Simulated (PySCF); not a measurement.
A calculated (UHF, PySCF 2.14, x2c-TZVPall, the spin-free X2C one-electron Hamiltonian (Gaussian nucleus)) atom or ion has these occupied shells.

```tsv
shell	electrons	orbital energy (eV)	rms radius, mean of both spins (bohr)
1s	2	-28109.7	0.0340
2s	2	-4324.1	0.139
2p	6	-3879.3	0.124
3s	2	-883.07	0.371
3p	6	-733.54	0.372
3d	10	-500.85	0.352
4s	2	-173.30	0.908
4p	6	-126.60	0.988
4d	10	-56.568	1.24
```

(1) Name the element and its charge.

Answers

(1) In³⁺ (indium, charge +3), in [Kr] 4d10, closed-shell 1S.
